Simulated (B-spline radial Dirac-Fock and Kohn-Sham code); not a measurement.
**Bi⁷⁴⁺: scattering cross sections and density moments**

System: bismuth as Bi⁷⁴⁺ in the configuration [He] 2s2 2p5.

The run's input, task.json:

```json
{"items": [{
  "Z": 83,
  "q": 74,
  "cfg": [[1, 0, 2], [2, 0, 2], [2, 1, 5]],
  "A": 209,
  "rrms": 5.5211,
  "do": ["scatter"],
  "s": [0.0, 0.09, 0.1, 0.12, 0.15, 0.17, 0.2, 0.24, 0.28, 0.33, 0.39, 0.46, 0.55, 0.64, 0.76, 0.9, 1.06, 1.25, 1.47, 1.73, 2.05, 2.41, 2.85],
  "pz": [0, 0.1, 0.2, 0.3, 0.4, 0.5, 0.6, 0.8, 1.0, 1.2, 1.4, 1.6, 1.8, 2.0, 2.5, 3.0, 4.0, 5.0, 7.0, 10.0, 15.0, 20.0, 30.0, 40.0, 60.0, 100.0],
  "hv_scatter": [1000, 2000, 8047.8, 20000, 30000, 50000, 200000, 500000]
}]}
```

Launch: `python xray_run.py task.json out`

Method: Dirac-Fock densities. Computed with a radial B-spline solver.

```
Sum of ⟨r⟩                          : 0.4527 bohr
Sum of ⟨r²⟩                         : 0.03160 bohr²
Sum of ⟨1/r⟩                        : 371.02 per bohr
Langevin diamagnetic susceptibility : -0.0250 × 10⁻⁶ cm³/mol
Lamb shielding (α²/3)Σ⟨1/r⟩         : 6586 ppm
```

Coherent scattering is the Thomson cross section weighted by f₀², without anomalous dispersion; incoherent scattering is Klein-Nishina weighted by S. The Lamb formula is the non-relativistic shielding expression. Electron correlation is left out. A dash stands where the photon energy is too low for the impulse approximation behind that column.

```
hν (keV)  coherent (b)  incoherent (b)  incoherent per electron (b)
       1         53.88               –                            –
       2         53.85               –                            –
  8.0478         53.30               –                            –
      20         50.45               –                            –
      30         46.66               –                            –
      50         37.36               –                            –
     200         7.081           2.450                        0.272
     500         1.557           2.265                        0.252
```

Incoherent scattering overtakes coherent scattering between 200 and 500 keV.
